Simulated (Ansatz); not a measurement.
Cl2FGeH3Si (`F[SiH](Cl)[GeH2][Cl]`), relaxed with RKS PBE0-D4/def2-TZVP in the Gaussian-basis code of Ansatz from a PBE-D4/def2-SVP geometry. The force threshold is 0.005 eV/Å; the program also tests the step.

Charge 0, multiplicity 1.

Start:

```xyz
8

F    -0.293    1.322    1.847
Si   -0.298   -0.156    1.148
Cl    1.151   -1.324    2.069
Ge    0.326    0.089   -1.145
Cl   -1.311    1.197   -2.092
H    -1.644   -0.774    1.371
H     0.445   -1.274   -1.875
H     1.623    0.919   -1.322
```

(1) How much energy does the relaxation release, and in how many steps? (An estimate is asked.)

(2) Which bonds change most? (Estimate.)

(3) Give the relaxed structure. (Estimate.)

Answers

(1) Computed: 5.53 kJ/mol, in 7 steps.

(2) Computed: F1–Si2 from 1.636 to 1.592 Å; Si2–Cl3 from 2.076 to 2.045 Å; Ge4–Cl5 from 2.191 to 2.163 Å; Si2–H6 from 1.498 to 1.478 Å.

(3) Computed: 
```xyz
8

F    -0.280    1.284    1.845
Si   -0.286   -0.147    1.148
Cl    1.112   -1.320    2.071
Ge    0.328    0.095   -1.141
Cl   -1.297    1.168   -2.082
H    -1.618   -0.753    1.356
H     0.443   -1.257   -1.859
H     1.599    0.930   -1.339
```
